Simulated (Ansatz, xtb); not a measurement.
# AlF2H2NSi: which of two isomers lies lower

Structure a: `[F][Al]([F])[NH][SiH]`, a singlet. Structure b: `[F][AlH][NH][Si]F`, a singlet. Both are isolated molecules in the gas phase, relaxed with B3LYP-D3(BJ)/def2-SVP; the shapes shown needn't be the lowest conformers.

a (Å):

```
atom    x (Å)    y (Å)    z (Å)
  Al   0.0882   0.6370   1.7931
   F  -0.5838   1.9446   2.5516
   F   1.4329  -0.0606   2.4490
   N  -0.6529   0.0144   0.2901
  Si  -0.1020  -1.3506  -0.6611
   H  -1.4812   0.5164  -0.0342
   H  -1.2061  -1.2458  -1.7318
```

b (Å):

```json
{"atom": "Al", "x (Å)": "-0.0155", "y (Å)": "-0.4865", "z (Å)": "2.5832"}
{"atom": "F", "x (Å)": "-1.0104", "y (Å)": "-0.4467", "z (Å)": "3.9177"}
{"atom": "F", "x (Å)": "-0.1948", "y (Å)": "-3.5764", "z (Å)": "-0.4818"}
{"atom": "N", "x (Å)": "-0.2504", "y (Å)": "-1.8500", "z (Å)": "1.4332"}
{"atom": "Si", "x (Å)": "0.6003", "y (Å)": "-2.1982", "z (Å)": "-0.0434"}
{"atom": "H", "x (Å)": "1.0630", "y (Å)": "0.6265", "z (Å)": "2.3706"}
{"atom": "H", "x (Å)": "-0.9851", "y (Å)": "-2.5275", "z (Å)": "1.6647"}
```

Question: Estimate E(b) − E(a) at the level CCSD(T)/def2-SVP + ΔMP2/def2-TZVPP.

Answer: Not settled: CCSD(T)/def2-SVP + ΔMP2/def2-TZVPP gives E(b) − E(a) = −1.07 kcal/mol, but this leans on the basis-set step: CCSD(T) alone gives +1.18 kcal/mol.

The same difference at several levels:

```
                             level               geometry  E(b) − E(a) (kcal/mol)  departure from the last row (kcal/mol)  job, with rough time for the two
             B3LYP-D3(BJ)/def2-SVP  B3LYP-D3(BJ)/def2-SVP                     −1.29                                   −0.22             optimisation, 5.9 min
                       HF/def2-SVP  B3LYP-D3(BJ)/def2-SVP                     +0.59                                   +1.66           part of the CCSD(T) run
                      MP2/def2-SVP  B3LYP-D3(BJ)/def2-SVP                     +0.86                                   +1.93           part of the CCSD(T) run
                  CCSD(T)/def2-SVP  B3LYP-D3(BJ)/def2-SVP                     +1.18                                   +2.26                      single point
CCSD(T)/def2-SVP + ΔMP2/def2-TZVPP  B3LYP-D3(BJ)/def2-SVP                     −1.07                                                        single point, 64 s
```

As drawn, b has 1 F–Si, 1 Al–H in place of 1 Al–F, 1 Si–H.

HF/def2-SVP, MP2/def2-SVP, CCSD(T)/def2-SVP put the two in the other order. The largest departure from CCSD(T)/def2-SVP + ΔMP2/def2-TZVPP is that of CCSD(T)/def2-SVP, 2.26 kcal/mol. Levels run at GFN2-xTB geometries aren't shown. The last row adds to CCSD(T) the change of the MP2 difference between the two basis sets, here −2.26 kcal/mol.

With harmonic frequencies from B3LYP-D3(BJ)/def2-SVP (ideal gas, rigid rotor, one conformer each, 298.15 K, 1 atm): the zero-point term adds −0.38 kcal/mol; ΔH is −1.42 and ΔG −1.49 kcal/mol.

The correlated steps freeze 13 core orbitals. Codes used: Ansatz 0.2.0; the last row on 1 thread of Intel(R) Xeon(R) Processor @ 2.50GHz (Skylake/Cascade Lake) on a shared host.
